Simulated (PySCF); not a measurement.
Structure with atom numbers: `[CH2:1]=[CH:2][CH2:3][SiH2:4][C:5]#[C:6][SiH2:7][C:8]#[N:9]`. Each H is labelled by its parent atom. Ha(C1) is cis to C3; Hb(C1) is trans to C3.

- geometry from GFN2-xTB
- σ from GIAO-PBE0/pcSseg-1
- program: PySCF
- no solvent model, one computed conformer, no relativistic terms, rapidly exchanging positions averaged

List the cross peaks expected in HSQC, COSY and HMBC spectra.

## Answers



HSQC (one-bond C–H):
| δH | δC |
| --- | --- |
| 6.56 (H(C2)) | 142.8 (C2) |
| 5.41 (Ha(C1)) | 121.4 (C1) |
| 5.38 (Hb(C1)) | 121.4 (C1) |
| 1.96 (H(C3)) | 24.4 (C3) |

COSY cross peaks (H two or three bonds apart, from the bond graph; peaks can be absent where the dihedral angle is near 90°):
| δH | δH |
| --- | --- |
| 6.56 (H(C2)) | 5.41 (Ha(C1)) |
| 6.56 (H(C2)) | 5.38 (Hb(C1)) |
| 6.56 (H(C2)) | 1.96 (H(C3)) |
| 5.41 (Ha(C1)) | 5.38 (Hb(C1)) |
| 4.43 (H(Si4)) | 1.96 (H(C3)) |

HMBC (two and three bonds, from the bond graph):
| δH | δC |
| --- | --- |
| 6.56 (H(C2)) | 121.4 (C1), 24.4 (C3) |
| 5.41 (Ha(C1)) | 142.8 (C2), 24.4 (C3) |
| 5.38 (Hb(C1)) | 142.8 (C2), 24.4 (C3) |
| 4.71 (H(Si7)) | 123.2 (C5), 121.6 (C8), 108.2 (C6) |
| 4.43 (H(Si4)) | 142.8 (C2), 123.2 (C5), 108.2 (C6), 24.4 (C3) |
| 1.96 (H(C3)) | 142.8 (C2), 123.2 (C5), 121.4 (C1) |

Scale: ¹H and ¹³C against TMS (reference shieldings calculated alike).

Short H···H contacts in this conformer between protons four or more bonds apart (candidates for NOE cross peaks, intensity ∝ r⁻⁶): Ha(C1)···H(C3) 2.44 Å.

Shifts are as computed. Against solution values, carbons near 30 ppm lie about +3 ppm off and those near 130 ppm about +5 ppm. Of 1211 compounds with measured shifts, 218 miss one by over three times the rms of a fit or turn the order of signals round; such compounds aren't used in these exercises.
